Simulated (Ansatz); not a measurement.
Cl3FZr (`[F][Zr]([Cl])([Cl])[Cl]`) at its PBE0-D4/def2-TZVP geometry, where that method's forces vanish. Total charge 0; spin multiplicity 1. Zr takes the def2 core potential.

```xyz
5

F     1.8901   -0.5128   -0.0420
Zr    0.0787   -0.0213   -0.0018
Cl   -0.8317   -0.6350    2.0451
Cl   -0.0931    2.2780   -0.2815
Cl   -1.0439   -1.1090   -1.7198
```

What forces (eV/Å) does r2SCAN-D4/def2-TZVPP give on these atoms in the Gaussian-basis code of Ansatz? (Estimate.)

Ansatz gave: 
```
F1   0.125 -0.034 -0.003
Zr2  0.001  0.000 -0.001
Cl3 -0.055 -0.047  0.148
Cl4 -0.001  0.163 -0.020
Cl5 -0.070 -0.082 -0.124
```
